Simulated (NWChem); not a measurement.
Molecule: SnH4S; SMILES [SH][SnH3]

def2 effective core potentials on Sn; no spin-orbit coupling.

Question: Give the equilibrium geometry at PBE-D3(BJ)/def2-SVP with def2 effective core potentials on Sn (NWChem) as a list of bonds and angles, with the point group.

Answer: point group Cs; any orientation.
Bond lengths (Å): Sn1–S2 2.447, Sn1–H3 1.729, Sn1–H4 1.723, Sn1–H5 1.729, S2–H6 1.363. Bond angles (°): S2–Sn1–H3 110.0, S2–Sn1–H4 104.1, S2–Sn1–H5 110.0, H3–Sn1–H4 111.2, H3–Sn1–H5 110.2, H4–Sn1–H5 111.2, Sn1–S2–H6 93.4.
